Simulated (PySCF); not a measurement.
# Electron correlation in Te⁺ (tellurium, charge +1)

[Kr] 4d10 5s2 5p3, high-spin 4S determinant. All numbers are calculated (PySCF 2.14, the spin-free X2C one-electron Hamiltonian (Gaussian nucleus), in x2c-SVPall (6s5p3d, 36 functions)). Frozen: [Kr] 4d10; 5 electrons correlated.

MP2 pair energies summed by pair of shells (mhartree):

```csv
pair,energy,share (%)
5s-5p,-29.00,65.3
5p-5p,-10.55,23.8
5s-5s,-4.85,10.9
```

Total MP2 correlation energy: -44.40 mhartree.

Same-spin part -12.11 and opposite-spin part -32.29 mhartree; SCS-MP2 scales them by 1/3 and 6/5 to -42.78 mhartree.

```
  level  correlation energy (mhartree)
   CCSD                         -56.81
    (T)                          -0.51
CCSD(T)                         -57.32
```

Diagnostics: T1 = 0.0028, D1 = 0.0045, largest double amplitude 0.059.

Cost of the coupled-cluster step: 0.1 s of wall time on 1 thread of Neoverse-V1 (shared host), for 5 correlated electrons.
